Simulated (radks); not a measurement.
Results of a calculation; reference values are marked as such.
Problem. Ionisation ladder of hafnium, from Hf66+ to Hf71+. Each ion is in the ground configuration listed by NIST, and IE = E(next ion) - E(this ion), with E = 0 for the bare nucleus. Level of theory: scalar-relativistic Kohn-Sham, BLYP, spin-polarised, spherical densities, finite nucleus; open shells are filled with parallel spins first (spin-orbit coupling, left out, can overturn this in heavy ions); Fermi nuclear charge, rms radius 5.347 fm (a radial shooting solver on a logarithmic mesh with Libxc functionals).

species  configuration  IE, Delta-SCF (eV)  <r> HOMO (bohr)
Hf66+     [He] 2s2 2p2             16439.5           0.0685
Hf67+     [He] 2s2 2p1                   ?           0.0681
Hf68+         [He] 2s2             18220.3           0.0769
Hf69+         [He] 2s1                   ?           0.0766
Hf70+             [He]               74824           0.0189
Hf71+              1s1                   ?           0.0188

Estimate the withheld Delta-SCF values.

Solution. Hf67+: 16762.0 eV (NIST 17680); Hf69+: 18543.8 eV (NIST 18502.3); Hf71+: 76194 eV (NIST 76077.7).
